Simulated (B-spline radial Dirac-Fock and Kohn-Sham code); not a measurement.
## Kohn-Sham estimates against Dirac-Fock for the levels of W⁵⁷⁺

System: tungsten as W⁵⁷⁺, configuration 1s2 2s2 2p6 3s2 3p5.

The density-functional columns are spherical, spin-unpolarised Dirac-Kohn-Sham results without Breit or QED terms: −ε is minus the orbital energy of the initial state and ΔSCF the difference of two total energies. The reference in the last column comes from Dirac-Fock ΔSCF + Breit + QED. All numbers are from an atomic code on a B-spline grid, in eV; a selection of levels is shown. For the 1s level of heavy atoms much of the gap between ΔSCF and the reference is the Breit and QED part, -350.9 eV here; for other levels the error of the functional can be larger.

```
level   LDA −ε  LDA ΔSCF  Dirac-Fock
    K  73606.1   74215.1     73875.5
   L1  16113.0   16261.4     16297.8
   L2  15640.8   15821.3     15775.5
   M1   6331.9    6393.9      6406.3
 M2,3   5916.5    5979.9      5968.5
```

Values without a named source are computed, but for edge energies of neutral atoms, which are taken from tables.
